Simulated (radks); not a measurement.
The numbers below are computed, except where a source is named.
Question: Valence configurations of Ti3+ (all share [Ar]). Level of theory: non-relativistic Kohn-Sham, LDA (Slater exchange, Perdew-Wang correlation), spin-unpolarised, spherical densities, point nucleus (a radial shooting solver on a logarithmic mesh with Libxc functionals). Order these by energy: 4s1; 3d0.5 4s0.5; 3d0.5 4p0.5; 3d1; 4p1.

Answer: From the lowest, in eV above it: 3d1 0.000; 3d0.5 4s0.5 4.817; 3d0.5 4p0.5 7.586; 4s1 10.515; 4p1 16.233. NIST lists [Ar] 3d1 as the ground configuration; this level of theory agrees among the configurations tried. The energies are those of spherical spin-averaged densities, not of single terms.
